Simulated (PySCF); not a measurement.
Spectrum to structure. Computed with TDDFT CAM-B3LYP/def2-SVPD, vertical, gas phase, core orbitals frozen in the response (PySCF). Geometries: GFN2-xTB, one conformer each.

```tsv
state	E (eV)	λ (nm)	f
S1	5.62	220.8	0.0002
S2	5.87	211.1	0.0023
S3	5.89	210.5	0.0021
S4	7.73	160.4	0.521
S5	7.84	158.1	0.520
S6	8.00	154.9	0.019
S7	8.01	154.8	0.098
S8	8.04	154.2	0.226
```

Triplets computed (Tamm–Dancoff): 4.68, 5.09, 5.10 eV.

Orbital energies (eV): HOMO-3 -11.16, HOMO-2 -10.68, HOMO-1 -9.79, HOMO -9.70, LUMO 0.24, LUMO+1 0.31, LUMO+2 0.98.

Problem. Which structure fits? All have the formula C4H8ClFSi2.
A. `C(F)(=C)[C@@H]1[SiH2]C[Si@@H]1Cl`
B. `F[SiH2][SiH2]C1=C(Cl)CC1`
C. `C[SiH2]C#C[Si@@](C)(F)Cl`
D. `C=C[Si@@H](Cl)/C(F)=C\[SiH3]`
E. `C=C[Si@H](Cl)/C(F)=C/[SiH3]`

Solution. C. Its S1, at 5.62 eV, is the lowest among the candidates; the nearest of the others has S1 at 5.88 eV. S1 is HOMO→LUMO (63%), HOMO-1→LUMO+1 (21%). Löwdin shares by element: HOMO carbon 79% or more, silicon 7% or more; LUMO carbon 52% or more, silicon 25% (atoms not listed hold the other 23%). At the same level the other candidates give, for their lowest levels:
- `C=C[Si@H](Cl)/C(F)=C/[SiH3]`: 6.29 eV (f 0.340); 6.54 eV (f 0.114); 6.75 eV (f 0.188); 6.97 eV (f 0.019); 7.20 eV (f 0.260); T1 4.04 eV; HOMO -9.15, LUMO -0.02 eV
- `C=C[Si@@H](Cl)/C(F)=C\[SiH3]`: 6.15 eV (f 0.328); 6.47 eV (f 0.002); 6.88 eV (f 0.016); 6.90 eV (f 0.008); 7.05 eV (f 0.003); T1 3.85 eV; HOMO -9.19, LUMO -0.16 eV
- `C=C(F)[C@@H]1[SiH2]C[Si@@H]1Cl`: 5.88 eV (f 0.004); 6.29 eV (f 0.015); 6.56 eV (f 0.204); 6.73 eV (f 0.357); 7.12 eV (f 0.017); T1 4.28 eV; HOMO -8.15, LUMO 0.62 eV
- `F[SiH2][SiH2]C1=C(Cl)CC1`: 6.08 eV (f 0.015); 6.17 eV (f 0.238); 6.59 eV (f 0.008); 6.69 eV (f 0.072); 6.94 eV (f 0.006); T1 3.95 eV; HOMO -8.64, LUMO 0.28 eV
